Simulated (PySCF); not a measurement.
Run record: excited-state job, `OC[C@H]1C=C[CH2][GeH2]1`.

Computed with TDDFT CAM-B3LYP/def2-SVPD, vertical, gas phase, core orbitals frozen in the response (PySCF 2.14.0, density-fitted response routines). Geometry: GFN2-xTB. A driver script takes a list of jobs; this job's settings line and coordinates (Å) are shown.

Command:
```bash
OMP_NUM_THREADS=1 python probes_run.py task.json out
```

Input:
```
{"job": {"kind": "uv", "xc": "CAM-B3LYP", "basis": "def2-SVPD", "nstates": 8, "ntriplets": 3}, "charge": 0, "multiplicity": 1}
O     -1.488909    -0.673634    -0.953628
C     -1.792148    -0.133396     0.314790
C     -0.516406     0.539543     0.799663
C      0.461374    -0.493986     1.277039
C      1.484597    -0.853081     0.519122
C      1.709393    -0.211422    -0.815382
Ge     0.435312     1.301733    -0.781469
H     -2.251475    -1.141215    -1.306045
H     -2.602714     0.604629     0.231781
H     -2.111713    -0.926496     1.006508
H     -0.759443     1.236934     1.603385
H      0.269604    -0.960151     2.234545
H      2.177032    -1.623336     0.832712
H      1.473454    -0.919626    -1.610078
H      2.754442     0.075804    -0.937112
H     -0.374286     1.590172    -2.010273
H      1.124890     2.599558    -0.415471
```

Output:
```
coarse grid: 63216 points
cycle   1  E = -2348.1788365142  dE =  4.400e-01  |g| = 7.294e-01  |ddm| = 7.452e+00
cycle   2  E = -2348.1463257786  dE =  3.251e-02  |g| = 8.720e-01  |ddm| = 1.939e+00
cycle   3  E = -2348.2748204792  dE = -1.285e-01  |g| = 7.402e-02  |ddm| = 1.020e+00
cycle   4  E = -2348.2756307430  dE = -8.103e-04  |g| = 4.051e-02  |ddm| = 1.583e-01
cycle   5  E = -2348.2758664683  dE = -2.357e-04  |g| = 4.763e-03  |ddm| = 6.121e-02
cycle   6  E = -2348.2758711898  dE = -4.722e-06  |g| = 1.540e-03  |ddm| = 1.488e-02
final grid: 134008 points
cycle   7  E = -2348.2758309587  dE =  1.628e-07  |g| = 1.863e-03  |ddm| = 9.712e-03
cycle   8  E = -2348.2758303225  dE =  6.362e-07  |g| = 2.455e-03  |ddm| = 8.092e-03
cycle   9  E = -2348.2758318320  dE = -1.510e-06  |g| = 1.311e-04  |ddm| = 4.383e-03
cycle  10  E = -2348.2758318362  dE = -4.236e-09  |g| = 1.689e-05  |ddm| = 2.564e-04
cycle  11  E = -2348.2758318364  dE = -1.419e-10  |g| = 7.847e-06  |ddm| = 1.051e-04
converged SCF energy = -2348.2758318364

Static polarisability (au): isotropic 89.798, principal 78.591 92.679 98.125

Singlet excitations
state   eV       nm        f      main configurations
  1   6.6749    185.7   0.07608   H->L 0.65, H->L+1 0.14
  2   6.7707    183.1   0.02630   H->L+1 0.68, H->L+3 0.10, H->L 0.09
  3   6.8975    179.8   0.00206   H-2->L 0.41, H-1->L 0.34
  4   7.0744    175.3   0.01260   H-1->L+1 0.47, H-1->L+4 0.19, H-2->L 0.15
  5   7.3236    169.3   0.01329   H->L+3 0.40, H->L+2 0.17, H->L 0.16
  6   7.4906    165.5   0.02198   H->L+4 0.60, H-1->L 0.08
  7   7.6134    162.8   0.04533   H-1->L 0.36, H-1->L+1 0.20, H->L+4 0.13
  8   7.6832    161.4   0.00853   H->L+2 0.45, H->L+3 0.22, H->L+5 0.14

Triplet excitations (Tamm-Dancoff, eV): 4.4193 6.5966 6.6491
```

The SCF starts on a coarse grid where the log names one; the energy can jump when the final grid takes over, and dE then counts from the start density on the new grid. H and L stand for HOMO and LUMO; the number after each pair is its weight.

Question: Give S1 in cm⁻¹ and kJ/mol.

Answer: 6.6749 eV × 8065.54 = 53837 cm⁻¹; × 96.485 = 644.0 kJ/mol.

Summary of the converged run: HOMO -8.25 eV, LUMO 0.96 eV; lowest singlet 6.67 eV; lowest triplet 4.42 eV (Tamm–Dancoff); mean polarisability 89.8 au.

 Relativistic effects, spin–orbit coupling among them, are left out although an element past zinc is present.

Question: How long does this job take on an Arm Neoverse N1 with one thread, shared host with 64 logical CPUs at a one-minute load of 52? And the peak memory of the process?

Answer: About 1.9 min, with 1.2 GiB resident at the peak, the Python interpreter and its libraries included.

One conformer stands for the species.
Labels such as C1 count atoms from 1, the log's own numbers from 0.
